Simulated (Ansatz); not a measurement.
Cost and result for the atomization energy of CH5FGeS, SMILES `[CH3][GeH]([F])[SH]` (9 atoms, 8 bonds).

```xyz
9

C     0.164    1.068   -0.572
Ge   -0.519   -0.664   -0.048
F     0.234   -1.806   -1.134
S     0.012   -1.208    2.025
H    -0.263    1.846    0.062
H     1.249    1.077   -0.470
H    -0.096    1.264   -1.613
H    -2.030   -0.885   -0.192
H     1.249   -0.691    1.942
```

Charge 0, multiplicity 1. Correlated methods include outer-core shells of Ge, which these sets cover unevenly. Scalar relativity is left out up to krypton. The structure was optimised at the PBE0-D4/def2-TZVP level. It is one conformer, not always the lowest. Program: Ansatz. All runs use 4 threads of an INTEL XEON PLATINUM 8581C on a shared host. Times are those of one run each, without the atoms' runs, and a repeat can differ threefold. Electronic energies, without spin–orbit coupling; frozen cores. CCSD(T)/CBS adds CCSD(T) − MP2 in def2-TZVPP to the MP2 limit, and its time is that of the two runs behind it. T1 = 0.011. With those shells the extrapolation isn't a true limit. B3LYP takes the VWN-RPA correlation (the form of Gaussian; ORCA's B3LYP/G). HSE06 is the plane-wave form, built on full-range PBE exchange.

CCSD(T)/CBS is a level of theory with its own doubt, some kJ/mol a heavy atom from the limit and from the frozen cores, so smaller differences don't rank the functionals.

```csv
level,functions,wall time
PBE-D4/def2-TZVPP (with forces),222,1.2 s
PBE0-D4/def2-TZVPP,222,1.6 s
BHLYP-D4/def2-TZVPP,222,1.6 s
HSE06-D4/def2-TZVPP,222,1.8 s
CAM-B3LYP-D4/def2-TZVPP,222,1.9 s
r2SCAN-D4/def2-TZVPP (with forces),222,2 s
B3LYP-D4/def2-TZVPP (with forces),222,2.3 s
CCSD(T)/def2-SVP,103,2.5 s
B2PLYP/def2-TZVPP,222,2.7 s
ωB97X-V/def2-TZVPP,222,3.5 s
MP2/def2-QZVPP,423,11 s
CCSD(T)/def2-TZVPP,222,47 s
CCSD(T)/CBS(def2),–,58 s
```

**Question.** What atomization energy does each give, and how far from CCSD(T)/CBS? (Best estimate.)

**Answer.** Computed: 
| level | atomization (kJ/mol) | difference from CCSD(T)/CBS | per bond |
| --- | --- | --- | --- |
| PBE-D4/def2-TZVPP (with forces) | 3054.2 | 17.1 | 2.1 |
| PBE0-D4/def2-TZVPP | 3009.8 | -27.3 | -3.4 |
| BHLYP-D4/def2-TZVPP | 2931.9 | -105.2 | -13.1 |
| HSE06-D4/def2-TZVPP | 3011.0 | -26.1 | -3.3 |
| CAM-B3LYP-D4/def2-TZVPP | 3022.3 | -14.8 | -1.8 |
| r2SCAN-D4/def2-TZVPP (with forces) | 3036.5 | -0.6 | -0.1 |
| B3LYP-D4/def2-TZVPP (with forces) | 3004.9 | -32.2 | -4.0 |
| CCSD(T)/def2-SVP | 2835.4 | -201.7 | -25.2 |
| B2PLYP/def2-TZVPP | 2984.5 | -52.6 | -6.6 |
| ωB97X-V/def2-TZVPP | 3042.6 | 5.5 | 0.7 |
| MP2/def2-QZVPP | 3043.0 | 5.9 | 0.7 |
| CCSD(T)/def2-TZVPP | 2967.9 | -69.2 | -8.6 |
| CCSD(T)/CBS(def2) | 3037.1 | 0.0 | 0.0 |

From r2SCAN to r2SCAN0 (25 % exact exchange), in def2-TZVPP and without D4, the atomization energy moves by −47.2 kJ/mol: exact exchange takes away binding that semilocal exchange gives to molecules. At CCSD(T), def2-SVP lies −201.7 kJ/mol from the extrapolated value and def2-TZVPP −69.2 kJ/mol: correlation converges slowly with the basis, and small sets miss more of it in the bonded molecule than in its fragments. The D4 term adds +28.8 kJ/mol with B3LYP and +15.1 kJ/mol with PBE0; it sums over pairs of atoms, weighted by their polarisabilities, and B3LYP, whose exchange is more repulsive, gets the larger term.
